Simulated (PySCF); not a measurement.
Cl$_{2}$In, charge +1, singlet, at a GFN2-xTB geometry (such geometries of metal compounds can be far from the true shape) (core potentials on In). Base run: HF/def2-SVP in PySCF.

Input for PySCF:
```python
from pyscf import gto, scf, solvent

mol = gto.Mole()
mol.atom = '''
    In    0.000000    0.000000    0.000000
    Cl    0.000000    0.000000    2.299692
    Cl   -0.000000   -0.000000   -2.299692
'''
mol.basis = 'def2-svp'
mol.ecp = {'In': 'def2-svp'}
mol.charge = 1
mol.spin = 0
mol.verbose = 4
mol.build()

mf = scf.RHF(mol)
mf.kernel()
mf.analyze()
```

Variants of this job, named by their change:

```json
[
 {"change": "base", "ΔE vs base (kJ/mol)": "0.00", "HOMO-LUMO gap (eV)": "11.92"},
 {"change": "model = IEF-PCM; solvent = toluene", "ΔE vs base (kJ/mol)": "-183.1", "HOMO-LUMO gap (eV)": "12.16"},
 {"change": "model = IEF-PCM; solvent = n-hexane; vdw_scale = 1.1", "ΔE vs base (kJ/mol)": "-169.5", "HOMO-LUMO gap (eV)": "12.17"},
 {"change": "model = IEF-PCM; solvent = n-hexane", "ΔE vs base (kJ/mol)": "-146.2", "HOMO-LUMO gap (eV)": "12.11"},
 {"change": "model = IEF-PCM; solvent = 2-propanol", "ΔE vs base (kJ/mol)": "-317.9", "HOMO-LUMO gap (eV)": "12.42"},
 {"change": "model = IEF-PCM; solvent = n-hexane; vdw_scale = 1.4", "ΔE vs base (kJ/mol)": "-117.6", "HOMO-LUMO gap (eV)": "12.03"},
 {"change": "model = C-PCM; solvent = n-hexane", "ΔE vs base (kJ/mol)": "-153.6", "HOMO-LUMO gap (eV)": "12.15"},
 {"change": "model = ddCOSMO; solvent = n-hexane", "ΔE vs base (kJ/mol)": "-141.3", "HOMO-LUMO gap (eV)": "12.10"},
 {"change": "model = COSMO; solvent = n-hexane", "ΔE vs base (kJ/mol)": "-120.7", "HOMO-LUMO gap (eV)": "12.10"},
 {"change": "model = IEF-PCM; solvent = n-hexane; vdw_scale = 1.0", "ΔE vs base (kJ/mol)": "-201.9", "HOMO-LUMO gap (eV)": "12.25"},
 {"change": "model = SS(V)PE; solvent = n-hexane", "ΔE vs base (kJ/mol)": "-145.0", "HOMO-LUMO gap (eV)": "12.10"},
 {"change": "model = IEF-PCM; solvent = n-hexane; lebedev_order = 11", "ΔE vs base (kJ/mol)": "-146.4", "HOMO-LUMO gap (eV)": "12.09"}
]
```

The base is the gas phase, so ΔE is the electrostatic part of solvation at a fixed geometry, without cavity and dispersion terms.
